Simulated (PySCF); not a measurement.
**Mass spectrum arithmetic for `O=C([O-])/C=C/CC(F)(F)F`**

Species: `O=C([O-])/C=C/CC(F)(F)F`.

Calculated from isotope tables alone.

Q: What are the average molar mass and the monoisotopic mass?

A: For [C5H4F3O2]-, with standard atomic weights, 2 × 15.999 + 5 × 12.011 + 3 × 18.998 + 4 × 1.008 = 153.079 g/mol. From the most abundant isotopes (16O, 12C, 19F, 1H), 2 × 15.994915 + 5 × 12.000000 + 3 × 18.998403 + 4 × 1.007825 = 153.0163 u for neutral atoms; the ion's mass is 153.0169 u once 1 electron mass (0.000549 u) is added.

Q: Work out the cluster of the ion itself, one line a nominal mass.

A: 
| nominal mass | m/z (centroid) | relative intensity |
| --- | --- | --- |
| 153 | 153.0169 | 100.0 |
| 154 | 154.0203 | 5.5 |
| 155 | 155.0217 | 0.5 |

Lines under 0.1 % of the tallest are left out. Abundances used (%; other tables differ somewhat): 16O 99.757, 17O 0.038, 18O 0.205; 12C 98.93, 13C 1.07; 1H 99.9885, 2H 0.0115.

Q: What resolving power m/Δm just matches the spacing of the species with one 13C and with one 17O?

A: They lie 0.00086 u apart at mass 154.02, so m/Δm is about 180000.

Q: What share of all these ions is the monoisotopic species?

A: 0.99757^2 × 0.9893^5 × 1^3 × 0.999885^4 = 94.26 %.

Q: List the species in which a single atom is changed from its most abundant isotope.

A: Intensity in % of the monoisotopic species:

```json
{"isotope": "13C", "mass shift (u)": "+1.00335", "m/z": "154.0202", "intensity (%)": "5.41"}
{"isotope": "17O", "mass shift (u)": "+1.00422", "m/z": "154.0211", "intensity (%)": "0.08"}
{"isotope": "2H", "mass shift (u)": "+1.00628", "m/z": "154.0232", "intensity (%)": "0.05"}
{"isotope": "18O", "mass shift (u)": "+2.00425", "m/z": "155.0211", "intensity (%)": "0.41"}
```

Species under 0.02 % are left out.

Q: Count the protons, neutrons and electrons of the monoisotopic species, and give its exact less its nominal mass.

A: 77 protons, 76 neutrons and 78 electrons; 153.0163 − 153 = +0.0163 u, electron masses as for neutral atoms.

Q: What is the composition by mass?

A: O 20.90 %, C 39.23 %, F 37.23 %, H 2.63 %.
